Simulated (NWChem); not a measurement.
System: InCl, singlet; SMILES [Cl][In]

```xyz
2

In     0.0000     0.0000    -0.6280
Cl     0.0000     0.0000     1.7855
```
Atoms are numbered in this order, from 1.

Results from NWChem. Low-valent species are run as closed-shell singlets; no triplet was tried in these runs. Structure relaxed at the PBE0-D3(BJ)/def2-TZVP level. def2 effective core potentials on In; no spin-orbit coupling. Vertical excitations in the gas phase; the lowest state need not have the same character in each row.

```
level                basis functions  lowest excitation, singlet (eV)  orbital gap (eV)
-------------------  ---------------  -------------------------------  ----------------
PBE/def2-SVP, TDA                 44                             4.41              3.84
PBE/def2-SVPD, TDA                59                              ___               ___
PBE/def2-TZVP, TDA                87                             4.38              3.87
PBE/def2-TZVPD, TDA              102                             4.39              3.88
```

Task: Some entries are withheld; supply them.

Result: 
- PBE/def2-SVPD, TDA, lowest excitation, singlet (eV): 4.52
- PBE/def2-SVPD, TDA, orbital gap (eV): 3.93
